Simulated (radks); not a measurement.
All-electron atom: Ta VII in [Xe] 4f13. Calculated with a radial shooting solver on a logarithmic mesh with Libxc functionals: Dirac Kohn-Sham, LB94 model potential, spin-unpolarised, spherical densities, finite nucleus; open shells fill j = l - 1/2 first; Fermi nuclear charge, rms radius 5.3507 fm.

Normalised radial functions P(r) = r R(r) (large component), r in bohr:

| r | 4f5/2 | 4f7/2 |
|---|---|---|
| 0.0007903 | 0.0000 | 0.0000 |
| 0.001037 | 0.0000 | 0.0000 |
| 0.001373 | 0.0000 | 0.0000 |
| 0.001802 | 0.0000 | 0.0000 |
| 0.002365 | 0.0000 | 0.0000 |
| 0.003129 | 0.0000 | 0.0000 |
| 0.004107 | 0.0000 | 0.0000 |
| 0.00539 | 0.0000 | 0.0000 |
| 0.007075 | 0.0000 | 0.0000 |
| 0.009362 | 0.0001 | 0.0001 |
| 0.01229 | 0.0002 | 0.0002 |
| 0.01613 | 0.0005 | 0.0004 |
| 0.02134 | 0.0013 | 0.0012 |
| 0.02801 | 0.0035 | 0.0031 |
| 0.03677 | 0.0086 | 0.0079 |
| 0.04826 | 0.0208 | 0.0193 |
| 0.06386 | 0.0489 | 0.0460 |
| 0.08382 | 0.1057 | 0.1006 |
| 0.11 | 0.2124 | 0.2040 |
| 0.1456 | 0.3973 | 0.3846 |
| 0.1911 | 0.6558 | 0.6392 |
| 0.2508 | 0.9544 | 0.9360 |
| 0.3292 | 1.2023 | 1.1862 |
| 0.4356 | 1.3028 | 1.2937 |
| 0.5717 | 1.2050 | 1.2048 |
| 0.7504 | 0.9495 | 0.9570 |
| 0.9929 | 0.6215 | 0.6327 |
| 1.303 | 0.3406 | 0.3510 |
| 1.711 | 0.1477 | 0.1546 |
| 2.245 | 0.0462 | 0.0493 |
| 2.971 | 0.0087 | 0.0095 |
| 3.9 | 0.0009 | 0.0010 |

4f5/2: eigenvalue -121.55 eV, 0 radial nodes, <r> = 0.602 bohr, 90 % of the charge inside 0.989 bohr. 4f7/2: eigenvalue -119.41 eV, 0 radial nodes, <r> = 0.610 bohr, 90 % of the charge inside 1.00 bohr.
